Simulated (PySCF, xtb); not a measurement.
B(F)(OH)(SiH3) (BFH4OSi), SMILES OB(F)[SiH3]. Other conformers were not sampled.

Harmonic wavenumbers (cm⁻¹) from xtb with GFN2-xTB at its own minimum, in rising order: 26, 186, 294, 360, 512, 563, 580, 691, 806, 807, 814, 935, 1158, 1298, 2211, 2225, 2250, 3543.

What does PySCF with PBE-D3(BJ)/def2-SVP give at its own minimum? (Estimate from the structure and the level; the computed values follow.)

46, 192, 332, 356, 552, 575, 597, 652, 849, 902, 907, 967, 1237, 1378, 2150, 2155, 2174, 3663. Paired by order, the mean absolute difference is 51 cm⁻¹ and the zero-point energies are 27.5 and 28.1 kcal/mol.
